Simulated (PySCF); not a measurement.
A structure optimised at B3LYP-D3(BJ)/def2-SVP, used in a PySCF frequency run:

```
Nb
O 1 1.7059
O 1 1.8994 2 112.52
H 3 0.9654 1 133.98 2 0.00
C 1 2.1648 2 106.40 3 121.96
H 5 1.1031 1 112.57 2 -54.88
H 5 1.1049 6 108.62 1 122.97
H 5 1.1059 6 107.53 7 117.53
C 1 2.1648 2 106.40 3 -121.96
H 9 1.1031 1 112.57 2 54.88
H 9 1.1049 10 108.62 1 -122.97
H 9 1.1059 10 107.53 11 -117.53
```

Task: Write its SMILES, formula and point group.

Result: [CH3][Nb]([CH3])(=[O])[OH], C₂H₇NbO₂, Cs

Task: What are its rotational constants (standard atomic weights)?

Result: 3.0078, 2.9409, 2.5321 GHz
